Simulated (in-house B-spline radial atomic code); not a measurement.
Relativistic effects in Pd37+, [He] 2s2 2p5: non-relativistic Hartree-Fock (point nucleus) against Dirac-Hartree-Fock (Fermi nucleus of rms radius 4.5318 fm), both averages of the configuration, computed with a radial B-spline atomic code at the basis-set limit.

```json
{"orbital": "1s1/2", "ε NR (Eh)": "-962.25", "ε Dirac (Eh)": "?", "<r> NR (bohr)": "0.03304", "<r> Dirac (bohr)": "?", "change of <r> (%)": "?"}
{"orbital": "2s1/2", "ε NR (Eh)": "-208.19", "ε Dirac (Eh)": "-215.77", "<r> NR (bohr)": "0.1395", "<r> Dirac (bohr)": "0.134", "change of <r> (%)": "-4.0"}
{"orbital": "2p1/2", "ε NR (Eh)": "-200.82", "ε Dirac (Eh)": "?", "<r> NR (bohr)": "0.1189", "<r> Dirac (bohr)": "?", "change of <r> (%)": "?"}
{"orbital": "2p3/2", "ε NR (Eh)": "-200.82", "ε Dirac (Eh)": "-201.48", "<r> NR (bohr)": "0.1189", "<r> Dirac (bohr)": "0.118", "change of <r> (%)": "-0.8"}
```

Question: What happens to 1s1/2?

Answer: Its energy goes to -990.21 hartree and <r> to 0.03179 bohr (-3.80 %).

Question: What happens to 2p1/2?

Answer: Its energy goes to -207.73 hartree and <r> to 0.1134 bohr (-4.61 %).

Question: What explains the pattern of contraction and expansion?

Answer: The s and p1/2 orbitals contract directly, as their density near the nucleus moves at relativistic speed. Nothing expands appreciably in this ion.

Question: By how much does the total energy change?

Answer: By -94.835 hartree, from -3650.560 to -3745.396.
